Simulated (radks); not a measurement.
Q: Species: N III. Configuration: [He] 2s2 2p1 (the NIST ground configuration). Method: non-relativistic Kohn-Sham, r2SCAN, spin-polarised, spherical densities, point nucleus; open shells are filled with parallel spins first; meta-GGA in the generalised Kohn-Sham scheme; computed with a radial shooting solver on a logarithmic mesh with Libxc functionals. Some entries of the table are withheld. Estimate them.

orbital,occ.,eigenvalue (eV),r(max) (bohr),<1/r> (bohr^-1)
1s up,1,-428.7891,0.1485,(1)
1s down,1,-427.7533,0.1483,(2)
2s up,1,-51.2846,(3),1.242
2s down,1,-48.1055,(4),1.211
2p up,1,-38.5872,0.8639,1.144
2p down,0,-35.4084,0.8903,1.114

A: 
(1) 1s up <1/r> (bohr^-1): 6.642
(2) 1s down <1/r> (bohr^-1): 6.656
(3) 2s up r(max) (bohr): 0.9533
(4) 2s down r(max) (bohr): 0.9670
